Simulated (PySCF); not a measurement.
# Bond length, frequency and bond energy of MgHg⁺ by level of theory

State: ²Σ⁺ (doublet), unpaired electrons σ ↑. Set-up: PySCF, scalar-relativistic core potentials, basis sets Mg def2-SVP, Hg def2-SVP with ECP60. De refers to Mg⁺ + Hg in their ground configurations, without counterpoise correction. The functionals are run spin-unrestricted. A positive dipole points towards Hg; it is taken about the centre of mass and depends on that origin.

| Level | Re (Å) | ωe (cm⁻¹) | De (eV) | μ (D) | CPU s a point (SCF and correlation, without the integrals) |
| --- | --- | --- | --- | --- | --- |
| UHF | 3.023 | 141 | 0.50 | -7.61 | 0.084 |
| UHF-MP2 | 2.900 | 154 | 0.494 | n/a | 0.15 |
| UHF-SCS-MP2 | 2.921 | 150 | 0.486 | n/a | n/a |
| UHF-CCSD | 2.917 | 158 | 0.59 | n/a | n/a |
| UHF-CCSD(T) | 2.913 | 159 | 0.60 | n/a | 8.8 |
| PBE | 2.896 | 160 | 0.75 | -8.00 | 0.3 |
| r²SCAN | 2.880 | 163 | 0.73 | -7.96 | 0.39 |
| M06-L | 2.915 | 153 | 0.78 | -7.67 | 0.45 |
| TPSSh | 2.901 | 159 | 0.76 | -7.79 | 0.45 |
| PBE0 | 2.897 | 161 | 0.72 | -7.87 | 0.53 |
| M06-2X | 2.932 | 149 | 0.86 | -7.75 | 0.47 |
| ωB97X | 2.920 | 158 | 0.62 | -7.95 | 0.45 |

Question: Which functional lies closest to UHF-CCSD(T) in De, which farthest, and by how much do they differ from it?

Answer: Closest is ωB97X (+0.7 pm in Re, -0.6 % in ωe, +0.02 eV in De against UHF-CCSD(T) in the same basis), farthest M06-2X (+1.9 pm in Re, -6.3 % in ωe, +0.26 eV in De). CCSD(T) converges more slowly with the basis than the functionals do and binds too weakly in this one, so the order can change at the basis-set limit.

Question: What does a quarter of exact exchange do here, going from PBE to PBE0?

Answer: PBE0 less PBE: +0.1 pm in Re, +0.6 % in ωe, -0.03 eV in De. Exact exchange removes part of the self-interaction that spreads semilocal densities, and in most molecules shortens and stiffens the bond and lowers De; so it does here.

Question: What does the step from GGA to meta-GGA do here, going from PBE to r²SCAN?

Answer: r²SCAN less PBE: -1.6 pm in Re, +1.9 % in ωe, -0.02 eV in De. 

Correlated steps freeze 1 core orbital. Correlated levels converge slowly with the basis: in double zeta they bind strong bonds too weakly, by up to about 1 eV, and carry superposition errors of some tenths. Spin–orbit coupling is left out. For an ion De counts to the pair picked by the measured ionisation energies or electron affinities, which need not be the lowest pair at this level. The state is the lowest determinant that a PBE0 search found; another state may lie lower at other levels.

The whole job (state search and all levels along the bond) took about 2 min on 1 thread of Intel Xeon 6975P-C (shared host), peak memory 0.6 GiB.
